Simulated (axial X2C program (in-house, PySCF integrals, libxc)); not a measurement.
AuNC: the levels of the configuration d9 s1 p(π)0

Computed with an axial X2C code built on PySCF integrals: two-component X2C with atomic mean-field Coulomb and Gaunt terms, basis Au dyall-v3z, N dyall-av3z, C dyall-v3z (cores contracted in-house). Orbitals come from Hartree–Fock averaged over the configuration Au d9 s1 p(π)0; CI then distributes these electrons over the d, s, p(π) shells of Au.

Au–N–C held linear, bonds 2.072 and 1.170 Å (the second held) (near the minimum of the configuration average).

Lowest levels of this model:

| Ω | energy (cm⁻¹) | g∥ | μ (D) | configuration |
| --- | --- | --- | --- | --- |
| 0 | 0 | 0.00 | -7.29 | 91% d10 + 7% d9 s1 |
| 0 | 5994 | 0.00 | -4.77 | 99% d9 s1 |
| 1 | 6338 | 3.52 | -4.77 | 99% d9 s1 |
| 2 | 9258 | 5.72 | -4.74 | 99% d9 s1 |
| 1 | 11511 | 1.87 | -4.78 | 99% d9 s1 |
| 3 | 11702 | 7.99 | -5.09 | 99% d9 s1 |
| 0 | 12386 | 0.00 | -4.97 | 93% d9 s1 + 6% d10 |
| 2 | 12936 | 4.06 | -5.04 | 98% d9 s1 |
| 0 | 18694 | 0.00 | -4.53 | 99% d9 s1 |
| 1 | 21356 | 1.68 | -4.73 | 99% d9 s1 |
| 0 | 21973 | 0.00 | -4.60 | 98% d9 s1 |
| 2 | 24302 | 4.22 | -4.97 | 98% d9 s1 |
| 1 | 24326 | 0.94 | -4.88 | 98% d9 s1 |

g∥ is the magnitude of 2⟨Lz + ge Sz⟩ for the +Ω component. μ is positive if the C end is positive.

This point took 3.7 s on 1 thread of Arm Neoverse V1 (shared host).

There is no dynamic correlation: spin–orbit spacings and, for f shells, spacings inside one term are the most reliable numbers, splittings between terms come out too wide, and energies between configurations are not reliable, so the lowest level need not be the ground state of the molecule. The lowest levels belong to d10, not to the averaged configuration, so orbitals and distance suit them less well. For d shells the ligand-field splittings (σ, π, δ) and their order can be off by a thousand cm⁻¹ or more. At most 4 roots were kept for each Ω > 0 (twice that for Ω = 0) within 3.2 eV of the lowest, so higher up levels can be missing between those listed; levels with Ω > 0 are doubly degenerate and listed once, Ω = 0 levels singly. Some active spinors are only partly of the character that their shell is named for, so the shell names and counts are nominal. States that fill the shells left empty in the average are placed too high. The molecule was held linear; bending was not examined.
